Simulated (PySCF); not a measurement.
# Working out the excitation energy of B

B [He] 2s2 2p1 (2P) → B [He] 2s2 3d1 (2D). All numbers are calculated (PySCF 2.14, scalar relativity by spin-free X2C-1e, in x2c-TZVPPall with one added diffuse shell each of s, p, d type (6s4p3d1f, 40 functions)). Frozen: nothing. Energies in hartree (1 hartree = 27.21139 eV):

| part | B (lower) | B (upper) |
| --- | --- | --- |
| UHF | -24.539118 | -24.248510 |
| MP2 opposite-spin | -0.054996 | -0.053063 |
| MP2 same-spin | -0.003663 | -0.001707 |

Question: What does Hartree-Fock give?

Answer: (-24.248510) − (-24.539118) = 0.290608 hartree = 7.908 eV.

Question: What do MP2 and SCS-MP2 (6/5 opposite-spin, 1/3 same-spin) give?

Answer: The opposite-spin parts differ by 0.053 eV and the same-spin parts by 0.053 eV. MP2: 7.908 + (0.053) + (0.053) = 8.014 eV. SCS-MP2: 7.908 + 1.2 × (0.053) + (0.053)/3 = 7.989 eV.

Measured between the centres of the two terms (NIST): 6.789 eV, so MP2 (valence and next inner shell) is off by 1.225 eV.

What remains against the reference includes basis incompleteness and correlation beyond second order.
